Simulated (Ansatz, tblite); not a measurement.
Forces on the cluster Ba₆O₅ at its PBE-D4/def2-SVP geometry. Charge 0, multiplicity 1.

In the def2 sets Ba takes a core potential; there is no spin–orbit coupling. The xTB rows come from tblite. Another isomer (singlet) lies 0.97 eV lower at PBE0-D4/def2-TZVP; other spin states weren't run for this one.

GFN1-xTB (tblite), largest force 0.62 eV/Å:

```xyz
11
positions Å, forces eV/Å
Ba   -2.325   -1.169    2.808    0.431    0.113   -0.427
Ba   -2.295   -2.638   -1.234    0.433    0.328    0.274
Ba   -0.009    2.682    2.486    0.104   -0.438   -0.270
Ba    0.840   -0.445   -3.577   -0.008    0.016    0.595
Ba    0.484   -0.420    0.252   -0.163    0.162   -0.047
Ba    2.805    2.402   -1.019   -0.374   -0.450    0.175
O    -0.662   -1.191   -1.991   -0.181   -0.169   -0.407
O    -1.503   -2.149    0.886   -0.374   -0.235    0.092
O     2.081    0.349   -1.790    0.209    0.178   -0.351
O     1.394    2.054    0.773    0.177    0.398    0.020
O    -0.810    0.526    2.404   -0.255    0.096    0.346
```

GFN2-xTB (tblite), largest force 0.58 eV/Å:

```
Ba 0.403 0.091 -0.405
Ba 0.394 0.312 0.272
Ba 0.125 -0.467 -0.269
Ba -0.001 0.033 0.566
Ba -0.207 0.145 -0.127
Ba -0.345 -0.431 0.155
O -0.115 -0.019 -0.174
O -0.123 -0.039 0.022
O 0.035 0.076 -0.101
O 0.003 0.210 -0.035
O -0.170 0.089 0.097
```

PBE-D4/def2-TZVP (Ansatz), largest force 0.23 eV/Å:

```
Ba 0.155 0.037 -0.150
Ba 0.158 0.121 0.108
Ba 0.049 -0.192 -0.112
Ba 0.005 0.010 0.205
Ba -0.016 -0.012 0.004
Ba -0.121 -0.156 0.058
O -0.025 -0.079 -0.118
O -0.158 -0.031 0.000
O 0.008 0.091 -0.133
O 0.024 0.139 0.027
O -0.080 0.070 0.111
```
